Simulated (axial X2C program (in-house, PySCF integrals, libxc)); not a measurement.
TiGa: properties at the nuclei

Calculated with an in-house all-electron X2C program for linear molecules (integrals from PySCF): two-component X2C with atomic mean-field Coulomb and Gaunt terms, Gaussian nuclei, basis Ga dyall-cv3z, Ti dyall-cv3z with contracted cores.

R = 2.470 Å (near the PBE0 minimum at charge 0 of the determinant lowest at the starting distance; the state shown can have its own minimum elsewhere).

Input and command:
```json
{"zs": [31, 22], "q": 0, "bas": ["dyall-cv3z", "dyall-cv3z"], "r0": 2.6, "levels": ["PBE0", "HF", "LDA", "BP86", "TPSSh"], "nst": 3}
```
```bash
python soeom.py task.json out
```

Keys: zs atomic numbers; q charge; bas basis sets; r0 starting distance in Å; levels methods; nst determinants followed.

Determinant lowest in the PBE0 search, Ω = 1/2 (⟨Sz⟩ = 2.50, ⟨Lz⟩ = -2.00 at PBE0), spin on the atoms Ga 0.60, Ti 1.90:

```csv
level,Eeff magnitude (GV/cm),Ws magnitude Ga (kHz),A∥/gI Ga (MHz),qzz Ga (a.u.),A∥/gI Ti (MHz),qzz Ti (a.u.),μ (D)
PBE0,0.962,0.93,-106,-0.34,871,-0.23,2.85
HF,0.785,0.831,-486,1.29,734,0.18,2.74
LDA,0.693,0.732,102,-0.68,1060,-0.38,2.09
BP86,0.713,0.758,-4.91,-0.60,1020,-0.38,2.20
TPSSh,0.998,0.974,9.27,-0.41,787,-0.30,2.81
```

Determinant 0.22 eV from it at PBE0 and this distance, Ω = 7/2 (⟨Sz⟩ = 1.50, ⟨Lz⟩ = 2.00 at PBE0), spin on the atoms Ga 0.03, Ti 1.47:

```
level  Eeff magnitude (GV/cm)  Ws magnitude Ga (kHz)  Ws magnitude Ti (kHz)  A∥/gI Ga (MHz)  qzz Ga (a.u.)  A∥/gI Ti (MHz)  qzz Ti (a.u.)  μ (D)
 PBE0                   0.623                  0.047                 0.0205           -37.1          -2.12             134           0.05   1.33
   HF                    2.22                  0.176                 0.0845            -131          -2.17             178          -0.19   1.99
  LDA                   0.323                 0.0273                0.00495           -39.1          -1.85             126          -0.03   0.94
 BP86                   0.486                 0.0416                 0.0109           -41.5          -1.75             162          -0.04   1.03
TPSSh                   0.701                 0.0541                 0.0234           -36.9          -2.13             143          -0.02   1.45
```

Eeff is the effective electric field on the electron electric dipole moment in this Ω state and Ws the scalar–pseudoscalar constant of the nucleus named (defined with the proton number Z and per Ω); A∥ (defined per Ω) follows by multiplying with gI = μI/(I μN); qzz is the electric field gradient, eQq0 = 234.96 MHz × Q/barn × qzz; μ is positive if the Ti end (last atom) is positive. The operators were transformed with the bare-nucleus X2C matrices; with these basis sets, hyperfine constants and field gradients can be off by tens of per cent, and where levels differ in sign neither size nor sign is settled.

Problem. With gI(47Ti) = -0.3154 (g factors from the IAEA table of nuclear moments by Stone), turn the PBE0 values of the first state into constants in MHz.

Solution. A∥(47Ti) = 871 × -0.3154 = -275 MHz.

Each state is one determinant with collinear spin, which with several unpaired electrons need not be a pure state. Unrestricted Hartree–Fock can overshoot spin polarisation at the nuclei. With several open shells hyperfine constants can be off by a factor of several. Where Eeff spreads by more than a factor of two the levels disagree and none is to be relied on. States lie within half an eV, so the first need not be the ground state. Further determinants of the search, some of them spin-mixed, are not shown. Where a field gradient or hyperfine factor spreads by more than a factor of two over the levels, a constant derived from it is not to be relied on. PBE0 term energies can be off by some tenths of an eV.
